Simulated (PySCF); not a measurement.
**Molecular orbitals of InB**

r²SCAN at R = 2.434 Å; In def2-SVP with ECP28, B def2-SVP; scalar-relativistic core potentials (PySCF 2.14). State: ³Π (triplet), unpaired electrons σ ↑, π ↑. Only the outer orbitals are listed, counted within each symmetry, core potentials removing the inner ones.

```csv
spin,orbital,occ.,ε (eV),on In (%),main shells (%)
α,5σ,1,-11.00,42,"55 B s, 36 In s"
α,6σ,1,-7.84,56,"52 In s, 34 B s, 9 B p"
α,7σ,1,-4.47,42,"55 B p, 34 In p"
α,3π,1,-4.47,30,"70 B p, 28 In p"
α,3π,0,-3.66,43,"57 B p, 42 In p"
α,4π,0,-1.92,73,"72 In p, 27 B p"
α,4π,0,-1.46,59,"58 In p, 41 B p"
β,5σ,1,-9.78,56,"53 In s, 39 B s"
β,6σ,1,-6.50,54,"47 B s, 43 In s, 10 In p"
β,3π,0,-3.27,48,"52 B p, 47 In p"
β,3π,0,-2.55,66,"66 In p, 34 B p"
β,7σ,0,-2.21,39,"48 B p, 37 In p, 12 B s"
```

Task: Which are the highest filled and the lowest empty level, where do they sit, and how wide is the gap?

Result: Highest filled α 3π at -4.47 eV (in %: 70 B p, 28 In p); lowest empty α 3π at -3.66 eV (in %: 57 B p, 42 In p); the gap at r²SCAN is 0.81 eV. Both belong to one degenerate shell, split only by its one-sided filling, so this is no excitation gap.

```json
{
  "bond order (Mayer)": "1.13",
  "⟨S²⟩": "2.007",
  "charge on In (Mulliken, basis-dependent)": "0.21",
  "charge on In (Löwdin, basis-dependent)": "0.15",
  "dipole moment (positive dipole means In(−)B(+))": "-1.65 D"
}
```

Spin–orbit coupling is left out. The state is the lowest determinant that a PBE0 search found; another state may lie lower at other levels.
